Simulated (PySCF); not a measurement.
CH3Br2Sb, SMILES [Sb]([CH3])([Br])[Br]. Geometry optimised at PBE0-D3(BJ)/def2-SVP. The structure was generated by enumeration; whether it is a known compound was not checked. The def2 effective core potentials stand for the cores of Sb; spin–orbit coupling is left out.

Computed equilibrium geometry at PBE0-D3(BJ)/def2-SVP (PySCF confirms it by a frequency run) as a Z-matrix, and its point group:
point group Cs.
```
C
H 1 1.0978
H 1 1.0998 2 110.03
H 1 1.0998 2 110.03 3 121.44
Sb 1 2.1580 2 108.90 3 -119.28
Br 5 2.5306 1 93.94 2 50.18
Br 5 2.5306 1 93.94 2 -50.18
```
